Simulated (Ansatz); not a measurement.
C₂H₇ISn⁺, that is SnHMe2I with one electron fewer. The state is a doublet with charge 1. Geometry r2SCAN-D4/def2-SVP, that of the neutral singlet; atoms count from 1.

```xyz
11

Sn    0.713    0.121   -0.188
H     2.153   -0.717   -0.609
C     0.084   -0.293    1.827
H    -0.149   -1.364    1.933
H    -0.813    0.300    2.058
H     0.886   -0.024    2.528
C    -0.853   -0.163   -1.636
H    -0.499    0.143   -2.630
H    -1.722    0.449   -1.357
H    -1.146   -1.224   -1.665
I     1.347    2.772   -0.261
```

In the def2 sets I, Sn take a core potential; there is no spin–orbit coupling.

Question: Estimate the Mulliken populations from the PBE0/def2-TZVP orbitals of Ansatz.

Answer: 
```
atom  charge (e)  spin (α − β)
 Sn1        0.64         -0.05
  H2        0.04         -0.01
  C3       -0.56          0.13
  H4        0.20          0.00
  H5        0.19          0.00
  H6        0.19          0.00
  C7       -0.56          0.13
  H8        0.19          0.00
  H9        0.19          0.00
 H10        0.20          0.00
 I11        0.27          0.80
```
Mulliken values depend strongly on the basis.

Question: Where does the spin sit?

Answer: Summed by element: Sn -0.05, H -0.01, C 0.26, I 0.80, of 1 unpaired in all. Largest on single atoms: I11 0.80, C3 0.13, C7 0.13.

Question: And the Mayer bond orders between heavy atoms (over 0.3)?

Answer: Sn1–C3 0.89 (2.15 Å); Sn1–C7 0.89 (2.15 Å); Sn1–I11 0.85 (2.73 Å).
